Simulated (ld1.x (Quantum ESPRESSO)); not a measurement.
Configuration tests for Zr (TM)

ld1.x (Quantum ESPRESSO) 7.5 input, shortened:

```
&input
   title='Zr', zed=40., rel=1, dft='PZ', iswitch=3,
   config='[Kr] 4d2 5s1.5 5p0'
 /
 &inputp
   pseudotype=2, tm=.true., lloc=-1, rcloc=3.50,
   nlcc=.false.
 /
3
5S  1  0   1.50   0.00  3.25  3.25  0.0
5P  2  1   0.00   0.00  4.15  4.15  0.0
4D  3  2   2.00   0.00  2.30  2.30  0.0
 &test
   configts(1)='4d2 5s1.5 5p0'
 /
```

Energies are relative to the spin-unpolarised reference configuration 4d2 5s1.5 5p0; without spin polarisation the order of configurations can differ from experiment. Spin-polarised rows fill each open shell by Hund’s rule, majority spin first.

| valence configuration | charge | ΔE all-electron (eV) | error AE − PS (meV) |
| --- | --- | --- | --- |
| 4d2 5s2 5p0 | 0 | -2.971 | +3.2 |
| 4d2 5s1 5p0 | +1 | 4.381 | +4.0 |
| 4d2 5s0 5p0 | +2 | 17.622 | +62 |
| 4d2.5 5s1.5 5p0 | 0 | -2.445 | +0.3 |
| 4d2 5s1 5p1 | 0 | 0.146 | -0.3 |
| 4d1 5s0 5p0 | +3 | 40.443 | +273 |
| 4d2 5s1.5 5p0 (spin-polarised) | +0.5 | -0.700 | +940 |

What are ΔE and the potential's error for 4d2 5s2 5p0 (spin-polarised)?

ΔE = -3.455 eV all-electron; the error (AE − PS) is +805 meV.

What are ΔE and the potential's error for 4d1 5s2 5p1?

ΔE = 0.094 eV all-electron; the error (AE − PS) is +24 meV.

Levels in the configuration 4d2 5s1.5 5p0 (spin-polarised):

```
  level  all-electron (eV)  pseudo (eV)
  4d up             -7.294       -7.726
  5s up             -7.679       -7.728
5s down             -6.768       -6.423
```
